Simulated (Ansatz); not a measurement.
C$_{2}$H$_{9}$FSi$_{2}$ (SMILES C[SiH2]C[SiH2]F), singlet, geometry from GFN2-xTB, with bond 7-1 at 1.8 times its length; CASSCF(2,4)/STO-3G (Ansatz, an electronic-structure program).

Ansatz was given this input:
Ansatz 0.2 input:
```yaml
crystal:
  periodic: [false, false, false]
  atoms:
    - {symbol: Si, position_ang: [-1.25851971, 0.72585793, 0.08165607]}
    - {symbol: F, position_ang: [-2.71301257, 0.61479162, -0.61482734]}
    - {symbol: C, position_ang: [-0.26548918, -0.81057122, -0.39149350]}
    - {symbol: Si, position_ang: [1.44796598, -0.97177712, 0.42125065]}
    - {symbol: C, position_ang: [2.50602572, 0.54035558, -0.01352008]}
    - {symbol: H, position_ang: [-0.70843439, 1.95849662, -0.46604958]}
    - {symbol: H, position_ang: [-1.78896742, 0.85775498, 2.64488311]}
    - {symbol: H, position_ang: [-0.84949931, -1.69630004, -0.13892911]}
    - {symbol: H, position_ang: [-0.14548740, -0.83303609, -1.47575311]}
    - {symbol: H, position_ang: [2.10040724, -2.19427028, -0.07280975]}
    - {symbol: H, position_ang: [1.29647412, -1.06726461, 1.87959939]}
    - {symbol: H, position_ang: [2.07452930, 1.45218688, 0.38921903]}
    - {symbol: H, position_ang: [3.50922579, 0.44498343, 0.39037014]}
    - {symbol: H, position_ang: [2.59764368, 0.66710778, -1.08848458]}
basis:
  gaussian:
    orbitals: STO-3G
hamiltonian:
  xc: hf
magnetization: {spin_polarized: false}
correlation: {active_space: {window: {electrons: 2, orbitals: 4}}}
```

What the program printed (banner, timings and long lists left out):

```
Functional definition: HF
528 factors; integrals over basis functions are off by at most 3.3e-5 eV
mean field evaluation 1: about -20380.3519 eV, gradient 2.5e1 eV
mean field evaluation 2: about -20380.4771 eV, gradient 2.5e1 eV
mean field evaluation 4: about -20384.6327 eV, gradient 2.2e0 eV
mean field evaluation 8: about -20384.6639 eV, gradient 4.2e-2 eV
mean field -20384.66388547 eV, -749.1225805697 hartree, gradient 1.8e-6 eV, S^2 0.000000; 0 other end points of the search recorded, 0 dependent functions left out
reference -20384.66388547 eV, -749.1225805697 hartree; 29, 29 occupied and 13, 13 virtual orbitals, 528 factors
state -20387.28921167 eV, -749.2190595278 hartree
Total energy: -20387.28921167 eV, -749.2190595278 hartree
```
